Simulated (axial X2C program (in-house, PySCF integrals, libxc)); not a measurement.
# Worked dissociation energy of NiBr⁺: BP86, non-relativistic

Calculated with an in-house all-electron X2C program for linear molecules (integrals from PySCF). The Hamiltonian is the X2C one with the speed of light multiplied by 100, which is the non-relativistic limit. Basis: Br dyall-v3z [8s8p5d1f], Ni dyall-v3z [9s8p5d3f2g] (cores contracted in-house); Gaussian nuclei, density fitting, unrestricted open shells. Masses: Br 78.918 u, Ni 57.935 u.

Molecular state: M_S = 1, Λ = 0 (beyond evenly filled blocks: π+α, π-α).

```
E(Br) (2M_S = 1, M_L = 0)  : -2574.431791 hartree
E(Ni+) (2M_S = 1, M_L = 0) : -1508.255089 hartree
E(NiBr⁺) at Re             : -4082.794867 hartree
ωe                         : 344.3 cm⁻¹
ωexe                       : 1.21 cm⁻¹
```

Work out De and D0.

De = -2574.431791 + (-1508.255089) − (-4082.794867) = 0.10799 hartree = 2.938 eV. The zero-point energy is ωe/2 − ωexe/4 = 172 cm⁻¹ = 0.021 eV, so D0 = 2.917 eV.

Occupations by symmetry block were frozen at the best pattern of an incomplete PBE0 search. De is counted from the lowest determinant-based energies of the atoms at the same level, without counterpoise correction. PBE0 can misorder states that lie within some tenths of an eV, so this need not be the ground state of the molecule. The nearest other spin-free determinant of the search, M_S = 1, Λ = 1, lies 0.28 eV up at the distance of the search.

Each atomic determinant is the lowest at this level and need not be a pure term. Totals compare only within one Hamiltonian and basis.
